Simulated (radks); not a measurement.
Coherent X-ray form factor from a spherical all-electron density. Calculated with a radial shooting solver on a logarithmic mesh with Libxc functionals: Dirac Kohn-Sham, PBE, spin-unpolarised, spherical densities, point nucleus.

sin(theta)/lambda (1/angstrom),f0 (electrons)
0.05,79.063
0.1,76.507
0.15,72.918
0.2,68.890
0.25,64.830
0.3,60.955
0.4,54.043
0.5,48.265
0.6,43.433
0.8,35.729
1,29.671
1.25,23.806
1.5,19.683
2,15.142

The species is in the configuration that NIST lists as its ground one. Which atom or ion scatters so?

Answer. The thallium ion Tl+, [Hg]. Extrapolating in s^2 from the first two rows gives f0(0) = 79.9, near the electron count 80; among species with that count, the fall with angle is slower the higher Z, and the table is that of Z = 81; from so few rows the species is fixed only to a neighbour or two.
